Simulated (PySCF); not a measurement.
# Computed spin Hamiltonian

Species: C6H14N (doublet state).
Cartesian coordinates in Å at the GFN2-xTB level; atoms count from 1:
```
atom  x, y, z in Å
C1    -0.2790    2.3774   -0.5694
C2    -0.9050    1.0695   -0.2351
N3    -0.3015    0.1925    0.6669
C4    -1.0186   -1.0252    0.9518
C5    -1.1888   -1.9680   -0.2453
C6     1.1263    0.2080    0.8394
C7     1.9334   -0.4128   -0.3097
H8    -0.1340    3.0224    0.3097
H9     0.6951    2.2544   -1.0450
H10   -0.9257    2.9096   -1.2636
H11   -1.9830    1.0327   -0.2036
H12   -2.0156   -0.7456    1.3126
H13   -0.5005   -1.5466    1.7614
H14   -1.8481   -2.7902    0.0225
H15   -1.6255   -1.4225   -1.0779
H16   -0.2347   -2.3775   -0.5641
H17    1.3587   -0.3227    1.7688
H18    1.4346    1.2488    0.9650
H19    1.8106   -1.4921   -0.3360
H20    2.9900   -0.1911   -0.1788
H21    1.6026   -0.0039   -1.2606
```

The hyperfine couplings belong to this conformer and change with its torsions.

Identity: `C[CH]N(CC)CC` [radical].

Theory: PySCF 2.14.0, UKS B3LYP, pcH-1 on C H N, non-relativistic, mean-field spin-orbit, GIAO. Isolated species at its GFN2-xTB geometry (one conformer only). Couplings are sensitive to structure, and on GFN2-xTB geometries they can be far from those on DFT ones. The frame is twisted about the C2–N3 bond at this geometry (dihedral C1–C2–N3–C6 = -28°); couplings at other torsion angles weren't computed. No stability test was run, so a lower SCF solution isn't excluded.

| Item | Value |
| --- | --- |
| g1, g2, g3 | 2.00216, 2.00295, 2.00361 |
| g_iso | 2.00291 |
| Form of g | rhombic: the two nearest values differ by 45 % of g3 − g1 |
| ⟨S²⟩ | 0.7534 (exact 0.7500) |
| HOMO–LUMO gap, α and β orbitals | 4.66, 6.30 eV |
| Basis functions | 315 |

Hyperfine couplings atom by atom, in MHz; T1 to T3 are the principal values of the dipolar part; ρ(0) is the spin density at the nucleus:

| atom | isotope | a_iso | T1 | T2 | T3 | Mulliken spin population | ρ(0) (bohr⁻³) |
| --- | --- | --- | --- | --- | --- | --- | --- |
| C1 | 13C | -15.6 | -2.1 | -1.5 | 3.6 | -0.06 | -0.0139 |
| C2 | 13C | 128.4 | -64.2 | -63.7 | 127.9 | 0.79 | 0.1142 |
| N3 | 14N | 10.5 | -13.3 | -12.9 | 26.1 | 0.17 | 0.0325 |
| C4 | 13C | -5.5 | -1.7 | -1.0 | 2.7 | -0.01 | -0.0049 |
| C5 | 13C | 3.2 | -2.8 | -1.2 | 4.1 | 0.02 | 0.0028 |
| C6 | 13C | -6.7 | -1.5 | -0.9 | 2.3 | -0.01 | -0.0059 |
| C7 | 13C | 18.2 | -2.5 | -1.4 | 3.9 | 0.02 | 0.0162 |
| H8 | 1H | 112.5 | -3.9 | -2.8 | 6.7 | 0.06 | 0.0252 |
| H9 | 1H | 47.1 | -4.8 | -3.8 | 8.6 | 0.02 | 0.0105 |
| H10 | 1H | 7.3 | -5.3 | -3.7 | 9.0 | 0.00 | 0.0016 |
| H11 | 1H | -24.1 | -29.6 | -1.3 | 30.9 | -0.03 | -0.0054 |
| H12 | 1H | 12.1 | -3.7 | -2.8 | 6.6 | 0.01 | 0.0027 |
| H13 | 1H | 2.6 | -3.3 | -2.5 | 5.8 | 0.00 | 0.0006 |
| H14 | 1H | -2.4 | -2.1 | -1.2 | 3.2 | 0.00 | -0.0005 |
| H15 | 1H | -1.6 | -5.0 | -2.5 | 7.6 | 0.00 | -0.0004 |
| H16 | 1H | -1.2 | -1.9 | -1.5 | 3.4 | 0.00 | -0.0003 |
| H17 | 1H | 8.1 | -3.2 | -2.6 | 5.8 | 0.00 | 0.0018 |
| H18 | 1H | 8.9 | -3.5 | -2.7 | 6.2 | 0.00 | 0.0020 |
| H19 | 1H | -1.4 | -1.9 | -1.4 | 3.4 | 0.00 | -0.0003 |
| H20 | 1H | -1.1 | -1.8 | -1.3 | 3.1 | 0.00 | -0.0002 |
| H21 | 1H | -1.8 | -3.8 | -1.7 | 5.5 | 0.00 | -0.0004 |

The Mulliken spin populations are largest on C2 (+0.79), N3 (+0.17), H8 (+0.06) and C1 (-0.06). The angles at C2 add up to 351.3°, so it is slightly pyramidal.

Under fast tumbling the dipolar parts average out, and these isotropic splittings remain (the largest six): 3 × 1H (H8/H9/H10, I = 1/2, 4 lines) with 1.98 mT, 1 × 1H (H11, I = 1/2, 2 lines) with 0.86 mT, 1 × 14N (N3, I = 1, 3 lines) with 0.37 mT, 2 × 1H (H17/H18, I = 1/2, 3 lines) with 0.30 mT, 2 × 1H (H12/H13, I = 1/2, 3 lines) with 0.26 mT and 3 × 1H (H14/H15/H16, I = 1/2, 4 lines) with 0.06 mT.

Means are taken over nuclei equivalent by connectivity, which assumes that they swap fast. C4 and C6, with what hangs on them, aren't averaged: N3 is flat or nearly so (angle sum 355°), and its turn about the short N3–C2 bond (1.40 Å) is taken as slow. The three 1H nuclei of mean +55.6 MHz run from 7.3 to 112.5 MHz in the frozen geometry. The 1H value of +7.4 MHz is a mean of couplings from 2.6 to 12.1 MHz in this one geometry, not an average over conformers.

The 13C coupling of C2 (128.4 MHz) shows only in satellite lines or after enrichment, since that isotope makes up about 1.07 % of natural carbon.

Examples of negative spin density at the nucleus (bohr⁻³): C1 (-0.0139), C6 (-0.0059) and H11 (-0.0054).
